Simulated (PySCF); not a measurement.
Sulfur: a sound run and one with changed settings

Sound run: S²⁺ [Ne] 3s2 3p2, S³⁺ [Ne] 3s2 3p1. Calculation: PySCF 2.14, in 6-31G* (4s3p1d, 18 functions); no relativity, point nucleus. In the sound run the correlated levels freeze [Ne]. The sound run starts from symmetry-adapted Hartree-Fock orbitals and uses a fine grid where one is needed.

Changed run: scalar relativity by spin-free X2C-1e. This setting is unsound on purpose.

```
species   method  sound run (hartree)  changed run (hartree)  converged
    S²⁺      UHF           -396.30250             -397.26730        yes
    S²⁺      LDA           -395.44589             -396.40984        yes
    S²⁺     MN15           -396.70522             -397.66923        yes
    S²⁺      MP2           -396.35482             -397.31962        yes
    S²⁺  CCSD(T)           -396.37685             -397.34156        yes
    S³⁺      UHF           -395.04386             -396.00761        yes
    S³⁺      LDA           -394.15989             -395.12285        yes
    S³⁺     MN15           -395.41632             -396.37939        yes
    S³⁺      MP2           -395.08601             -396.04973        yes
    S³⁺  CCSD(T)           -395.10705             -396.07063        yes
```

Ionisation energy of S²⁺:

| method | sound run (eV) | changed run (eV) |
| --- | --- | --- |
| UHF | 34.249 | 34.278 |
| LDA | 34.994 | 35.021 |
| MN15 | 35.073 | 35.099 |
| MP2 | 34.526 | 34.556 |
| SCS-MP2 | 34.451 | 34.481 |
| CCSD | 34.547 | 34.577 |
| CCSD(T) | 34.553 | 34.584 |

Most of the change in total energy is the relativistic energy itself. On top of that the contraction fixes the core shape for the Hamiltonian it was made with, so the changed run is not a good calculation with the other Hamiltonian either.

For comparison, NIST gives 34.86 ± 0.04 eV between the lowest levels.
